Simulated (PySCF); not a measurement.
**Question.** Write a Z-matrix for `Brc1ccco1` as optimised with PBE0-D3(BJ)/def2-SVP.

**Answer.** 
Z-matrix in Å and degrees, rows numbered from 1:
```
Br
C   1  1.8505
C   2  1.3639  1  131.49
C   3  1.4307  2  105.15  1  -179.84
C   4  1.3621  3  106.23  2     0.01
O   2  1.3426  1  117.23  3  -179.82
H   3  1.0866  2  126.61  1     0.12
H   4  1.0879  3  127.20  2   179.98
H   5  1.0864  4  133.74  3   179.98
```

The C–C distances run from 1.362 Å (C4–C5, aromatic) to 1.431 Å (C3–C4, aromatic), a spread of 0.069 Å. O6 (furan-type oxygen) is bent (angle 107.0°). The 6 heavy atoms lie in one plane (0.001 Å rms). The 5-membered ring C2–C3–C4–C5–O6 has internal angles of 105.2° to 111.3° (sum 540°, against 540° for a flat polygon); it is planar, 0.00 Å rms from its mean plane, widest ring torsion 0°.

Computed with PBE0-D3(BJ)/def2-SVP geometry optimisation, gas phase in PySCF.

Point group: Cs (every atom within 0.08 Å of its image). Not checked by PBE0-D3(BJ)/def2-SVP frequencies.
